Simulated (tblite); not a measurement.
Species: C6H9NOSi.
Numbering: `[CH2:1]=[CH:2][CH2:3][C@:4]([SiH3:5])([C:6]#[N:7])[CH:8]=[O:9]` (hydrogens: H10, H11 on C1; H12 on C2; H13, H14 on C3; H15, H16, H17 on Si5; H18 on C8)

Computed with GFN2-xTB (tblite), gas phase: L-BFGS steps from a force-field or distance-geometry start until the largest atomic force falls under 0.01 eV/Å.

Geometry at step 7:
```
atom  x, y, z in Å
C1      2.6760   -0.0012    0.5499
C2      1.6214   -0.7475    0.2978
C3      0.5885   -0.4355   -0.7355
C4     -0.8404   -0.2025   -0.2026
Si5    -1.0083    1.3713    0.9553
C6     -1.3129   -1.3352    0.5298
N7     -1.7025   -2.2532    1.0917
C8     -1.7782    0.0262   -1.3471
O9     -1.4377    0.3881   -2.4379
H10     3.4264   -0.2927    1.2650
H11     2.8588    0.9321    0.0453
H12     1.5017   -1.6936    0.8060
H13     0.5378   -1.2732   -1.4424
H14     0.8786    0.4539   -1.2906
H15    -0.4529    2.5148    0.2464
H16    -0.2925    1.1285    2.1995
H17    -2.4271    1.5834    1.2215
H18    -2.8452   -0.1574   -1.1104
```

Problem. What forces act on the atoms?

Solution. 
```
atom  Fx (eV/Å)  Fy (eV/Å)  Fz (eV/Å)
  C1      0.206      0.160      0.056
  C2     -0.168     -0.188     -0.047
  C3      0.000      0.083      0.007
  C4     -0.024     -0.025      0.091
 Si5      0.038     -0.085     -0.062
  C6     -0.013     -0.065      0.122
  N7      0.024      0.004      0.040
  C8     -0.039      0.084      0.033
  O9      0.011      0.064     -0.134
 H10     -0.043     -0.023      0.040
 H11     -0.058      0.063     -0.057
 H12     -0.119     -0.038      0.098
 H13      0.034      0.041      0.010
 H14      0.048      0.104     -0.112
 H15      0.063     -0.014     -0.130
 H16      0.064     -0.129     -0.006
 H17     -0.069     -0.064     -0.021
 H18      0.045      0.026      0.071
```

The largest, 0.27 eV/Å, acts on C1; the rms over all components is 0.080 eV/Å. The forces sum to zero within rounding, as they must for an isolated molecule in no field.

Problem. Give the force on C1 in Eh/bohr and in nN.

Solution. 0.267 eV/Å ÷ 51.422 = 0.00519 Eh/bohr, and 0.267 eV/Å × 1.602 = 0.43 nN.

Problem. How far is this geometry from the end of the optimisation?

Solution. 0.059 eV above it, and 0.213 Å rms away after alignment. The bonds farthest from their final lengths, with half the difference of the two atoms' forces along the bond (positive lengthens):

```csv
bond,now (Å),final (Å),force along bond (eV/Å)
C4–Si5,1.961,1.953,-0.07
C4–C8,1.497,1.490,+0.04
C1=C2,1.316,1.321,+0.26
C3–H14,1.088,1.092,+0.05
C3–C4,1.543,1.539,+0.02
Si5–H17,1.459,1.462,+0.06
```

The angle farthest from its final value is C2–C3–C4, 115.7° against 112.1°.

The cost below is that of the whole relaxation. The run took 0.89 s on Arm Neoverse V1, one thread, no GPU, shared host with 32 logical CPUs at a one-minute load of 28.
